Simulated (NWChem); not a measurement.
iminoborane (BNH2); SMILES B=N

Results from NWChem. Each level has its own optimisation; frequencies are unscaled.

```tsv
level	basis functions	r B–N (Å)	r B–H (Å)	r H–N (Å)	highest harmonic frequency (cm⁻¹)	lowest (cm⁻¹)	zero-point energy (kcal/mol)	dipole (D)
B3LYP/STO-3G	12	1.225	___	___	___	___	___	___
B3LYP/def2-SVP	38	1.240	1.180	0.999	3867	557	16.0	0.35
B3LYP/def2-SVPD	56	1.239	1.175	0.999	3860	558	16.0	0.03
B3LYP/def2-TZVP	74	1.233	1.167	0.992	3861	471	15.8	0.02
B3LYP/def2-TZVPD	92	1.233	1.167	0.992	3857	475	15.8	0.06
B3LYP/def2-TZVPP	90	1.233	1.166	0.992	3871	484	15.8	0.01
```

Q: Complete the blanks.

A: 
- B3LYP/STO-3G, r B–H (Å): 1.154
- B3LYP/STO-3G, r H–N (Å): 1.030
- B3LYP/STO-3G, highest harmonic frequency (cm⁻¹): 3935
- B3LYP/STO-3G, lowest (cm⁻¹): 592
- B3LYP/STO-3G, zero-point energy (kcal/mol): 17.2
- B3LYP/STO-3G, dipole (D): 0.79
